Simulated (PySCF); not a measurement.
C6H6F2.
SMILES with atom numbers: `[F:1][C:2]1=[CH:3][CH2:4][CH:5]=[CH:6][C@@H:7]1[F:8]` (hydrogens: H9 on C3; H10, H11 on C4; H12 on C5; H13 on C6; H14 on C7)

The same species was optimised twice, with GFN2-xTB and with PBE0-D3(BJ)/def2-SVP (PySCF), and the same property calculations (PySCF, gas phase) were run on both structures.

```
  coordinate  GFN2-xTB  PBE0-D3(BJ)/def2-SVP  change
   F1–C2 (Å)     1.353                 1.334  -0.019
   C7–F8 (Å)     1.401                 1.388  -0.013
   C5=C6 (Å)     1.323                 1.336  +0.013
   C2=C3 (Å)     1.322                 1.331  +0.009
   C2–C7 (Å)     1.496                 1.491  -0.005
   C6–C7 (Å)     1.499                 1.494  -0.005
   C4–C5 (Å)     1.493                 1.492  -0.001
   C3–C4 (Å)     1.492                 1.491  -0.001
F1–C2–C7 (°)     114.5                 113.2    -1.3
C6–C7–F8 (°)     108.4                 109.5    +1.1
C2–C7–C6 (°)     111.1                 112.1    +1.0
C3–C4–C5 (°)     112.7                 113.7    +1.0
C5–C6–C7 (°)     122.7                 123.5    +0.8
F1–C2–C3 (°)     120.6                 121.4    +0.8
C3–C2–C7 (°)     124.9                 125.4    +0.5
C4–C5–C6 (°)     123.8                 123.5    -0.3
```

Rotational constants: A = 2838, B = 2146, C = 1384 MHz (GFN2-xTB) against A = 2947, B = 2132, C = 1334 MHz (PBE0-D3(BJ)/def2-SVP). Point groups within 0.08 Å: C1 and C1.

On the GFN2-xTB structure: lowest singlet, TDDFT (eV) 6.54 [CAM-B3LYP/def2-SVPD]; isotropic polarisability (au) 67.6 [CAM-B3LYP/def2-SVPD]; HOMO (eV) -8.99 [CAM-B3LYP/def2-SVPD]; LUMO (eV) 0.60 [CAM-B3LYP/def2-SVPD]; dipole (D) 3.36 [CAM-B3LYP/def2-SVPD]; HOMO (eV) -7.57 [PBE0/pcSseg-1]; LUMO (eV) -0.40 [PBE0/pcSseg-1]; dipole (D) 3.13 [PBE0/pcSseg-1]; GIAO shielding of F1 (ppm) 282.1 [PBE0/pcSseg-1]; GIAO shielding of C2 (ppm) 19.1 [PBE0/pcSseg-1]; GIAO shielding of C3 (ppm) 71.4 [PBE0/pcSseg-1]; GIAO shielding of C4 (ppm) 155.2 [PBE0/pcSseg-1]; GIAO shielding of C5 (ppm) 45.7 [PBE0/pcSseg-1]; GIAO shielding of C6 (ppm) 54.4 [PBE0/pcSseg-1]; GIAO shielding of C7 (ppm) 102.9 [PBE0/pcSseg-1]; GIAO shielding of F8 (ppm) 354.3 [PBE0/pcSseg-1].

**Question.** What do these properties become on the PBE0-D3(BJ)/def2-SVP structure?

**Answer.** 
```csv
property,level,on GFN2-xTB,on PBE0-D3(BJ)/def2-SVP,change
"lowest singlet, TDDFT (eV)",CAM-B3LYP/def2-SVPD,6.54,6.58,+0.04
isotropic polarisability (au),CAM-B3LYP/def2-SVPD,67.6,68.6,+1.0
HOMO (eV),CAM-B3LYP/def2-SVPD,-8.99,-8.86,+0.13
LUMO (eV),CAM-B3LYP/def2-SVPD,0.60,0.76,+0.16
dipole (D),CAM-B3LYP/def2-SVPD,3.36,3.47,+0.11
"energy, GFN2-xTB geometry as zero (kcal/mol)",CAM-B3LYP/def2-SVPD,0.0,-1.2,-1.2
HOMO (eV),PBE0/pcSseg-1,-7.57,-7.45,+0.12
LUMO (eV),PBE0/pcSseg-1,-0.40,-0.27,+0.13
dipole (D),PBE0/pcSseg-1,3.13,3.25,+0.12
"energy, GFN2-xTB geometry as zero (kcal/mol)",PBE0/pcSseg-1,0.0,-1.0,-1.0
GIAO shielding of F1 (ppm),PBE0/pcSseg-1,282.1,288.5,+6.4
GIAO shielding of C2 (ppm),PBE0/pcSseg-1,19.1,19.8,+0.7
GIAO shielding of C3 (ppm),PBE0/pcSseg-1,71.4,73.9,+2.5
GIAO shielding of C4 (ppm),PBE0/pcSseg-1,155.2,154.1,-1.1
GIAO shielding of C5 (ppm),PBE0/pcSseg-1,45.7,46.1,+0.4
GIAO shielding of C6 (ppm),PBE0/pcSseg-1,54.4,51.9,-2.5
GIAO shielding of C7 (ppm),PBE0/pcSseg-1,102.9,104.0,+1.1
GIAO shielding of F8 (ppm),PBE0/pcSseg-1,354.3,364.0,+9.7
```

The heavy atoms differ by 0.140 Å rms after alignment. Among bonds between heavy atoms F1–C2 changes most (-0.019 Å). Changes are differences of the printed values. Neither structure is proved a minimum here.
